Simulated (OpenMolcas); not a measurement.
Fe3+ among 5 point charges of -2.5 e arranged as a trigonal bipyramid (D3h), 1.51 Å from the ion, with the axial distance 1.540 Å. The active orbitals were held to one l.
```
   1.5100    0.0000    0.0000  -2.50
  -0.7550    1.3077    0.0000  -2.50
  -0.7550   -1.3077    0.0000  -2.50
   0.0000    0.0000    1.5402  -2.50
   0.0000    0.0000   -1.5402  -2.50
```

| Property | Result |
| --- | --- |
| Program | OpenMolcas 26.06 |
| Method | CASSCF |
| Basis | ANO-RCC-VDZP [5s4p2d1f] |
| Scalar Hamiltonian | DKH2, point nucleus |
| Active space | 5 electrons in 5 orbitals (3d) |
| State averaging | 2S+1 = 6 even, 1 root; 2S+1 = 4 even, 24 roots; 2S+1 = 2 even, 75 roots |
| Spin-orbit coupling | state interaction with AMFI integrals over the reference wave functions |

(1) What is the spin-free ground state (labels of D3, the rotations of D3h)?

(2) What are the lowest two levels with spin-orbit coupling?

(3) What is χT at 300 K, and how does it compare with the textbook value?

Answers

(1) 6A1, 1-fold in its orbital part, 100 % from free-ion S terms; it has the highest spin that d5 allows.

(2) A 2-fold level E1/2 with g = 0.00, 0.00, 10.01, then a 2-fold level E3/2 1.1 cm-1 above it. Their leading multiplicities are 6 (100 %) and 6 (100 %).

(3) The lowest level has 2S+1 = 6, for which the spin-only value is χT = S(S+1) / 2 = 4.375 cm3 K/mol (g = 2). The computed 4.385 at 300 K differs by +0.010, little more than the free-electron g of 2.0023 accounts for.

Without dynamic correlation the repulsion within the d shell is too large (B by tens of per cent), so at a given field states of lower spin stand too high. Point charges carry no covalency, so the field is a model and not that of real ligands. An unlabelled pair can be two single states that coincide in this model. No measured value stands beside these numbers.
